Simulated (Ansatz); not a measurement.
PdS₃⁻. The state is a doublet with charge -1. Geometry PBE0-D4/def2-SVPD; atoms count from 1.

| atom | x (Å) | y (Å) | z (Å) |
| --- | --- | --- | --- |
| Pd1 | 0.0166 | 0.0068 | -0.5283 |
| S2 | 0.0099 | -1.4802 | 1.3047 |
| S3 | -0.0748 | 0.5282 | 1.7219 |
| S4 | 0.0483 | 0.9453 | -2.4983 |

In the def2 sets Pd takes a core potential; there is no spin–orbit coupling. The structure comes from a short search, and lower isomers may exist.

Question: Estimate the Mulliken populations from the PBE0/def2-TZVPD orbitals of Ansatz.

Answer: 
```tsv
atom	charge (e)	spin (α − β)	d electrons
Pd1	0.03	0.19	8.85
S2	-0.26	-0.03	–
S3	-0.28	-0.04	–
S4	-0.49	0.88	–
```
Mulliken values and Mayer orders depend strongly on the basis. With diffuse functions, as here, like atoms can get unlike values, and bond orders can come out too low or too high.

Question: Where does the spin sit?

Answer: Summed by element: Pd 0.19, S 0.81, of 1 unpaired in all. Largest on single atoms: S4 0.88, Pd1 0.19, S3 -0.04.

Question: And the Mayer bond orders between bonded heavy atoms (over 0.3)?

Answer: Pd1–S2 0.69 (2.36 Å); Pd1–S3 0.84 (2.31 Å); Pd1–S4 1.38 (2.18 Å); S2–S3 1.02 (2.05 Å).
